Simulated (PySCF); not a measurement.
## Correlation energy of I²⁺ (iodine, charge +2)

[Kr] 4d10 5s1 5p4, high-spin 4P determinant (an excited configuration). Calculation: PySCF 2.14, in ANO-RCC-VTZP (7s6p4d2f1g, 68 functions); scalar relativity by spin-free X2C-1e. Frozen: [Ar] 3d10; 23 electrons correlated.

| level | correlation energy (mhartree) |
| --- | --- |
| CCSD | -631.83 |
| (T) | -17.41 |
| CCSD(T) | -649.24 |

Diagnostics: T1 = 0.0068, D1 = 0.0369, largest double amplitude 0.145.

Cost of the coupled-cluster step: of the order of 30 core-seconds, for 23 correlated electrons.

Iterations:

```
CC2 = 0
CCSD nocc = (np.int64(13), np.int64(10)), nmo = (54, 54)
frozen orbitals [[0, 1, 2, 3, 4, 5, 6, 7, 8, 9, 10, 11, 12, 13], [0, 1, 2, 3, 4, 5, 6, 7, 8, 9, 10, 11, 12, 13]]
max_cycle = 100
direct = 0
conv_tol = 1e-08
conv_tol_normt = 1e-06
diis_space = 8
diis_start_cycle = 0
Init t2, MP2 energy = -0.657928520128966
Init E_corr(UCCSD) = -0.657928520129503
cycle = 1  E_corr(UCCSD) = -0.614574984344252  dE = 0.0433535358  norm(t1,t2) = 0.0691655
cycle = 2  E_corr(UCCSD) = -0.628669038676526  dE = -0.0140940543  norm(t1,t2) = 0.035871
cycle = 3  E_corr(UCCSD) = -0.629484463626179  dE = -0.00081542495  norm(t1,t2) = 0.0204372
cycle = 4  E_corr(UCCSD) = -0.631994233591022  dE = -0.00250976996  norm(t1,t2) = 0.00637285
cycle = 5  E_corr(UCCSD) = -0.631812461465091  dE = 0.000181772126  norm(t1,t2) = 0.00117627
cycle = 6  E_corr(UCCSD) = -0.631823718328598  dE = -1.12568635e-05  norm(t1,t2) = 0.000422373
cycle = 7  E_corr(UCCSD) = -0.631844496804789  dE = -2.07784762e-05  norm(t1,t2) = 0.000211481
cycle = 8  E_corr(UCCSD) = -0.631831348470858  dE = 1.31483339e-05  norm(t1,t2) = 7.70086e-05
cycle = 9  E_corr(UCCSD) = -0.631832694855988  dE = -1.34638513e-06  norm(t1,t2) = 2.87541e-05
cycle = 10  E_corr(UCCSD) = -0.631833912983862  dE = -1.21812787e-06  norm(t1,t2) = 2.6328e-05
cycle = 11  E_corr(UCCSD) = -0.631834602234899  dE = -6.89251037e-07  norm(t1,t2) = 4.47754e-06
cycle = 12  E_corr(UCCSD) = -0.631834152660238  dE = 4.49574661e-07  norm(t1,t2) = 1.00239e-06
cycle = 13  E_corr(UCCSD) = -0.631834247631822  dE = -9.49715835e-08  norm(t1,t2) = 2.26112e-07
cycle = 14  E_corr(UCCSD) = -0.631834232950207  dE = 1.46816153e-08  norm(t1,t2) = 8.19163e-08
cycle = 15  E_corr(UCCSD) = -0.631834233672763  dE = -7.22556681e-10  norm(t1,t2) = 2.47698e-08
UCCSD converged
E(UCCSD) = -7111.649415638612  E_corr = -0.6318342336727634
UCCSD(T) correction = -0.0174092978538841
```
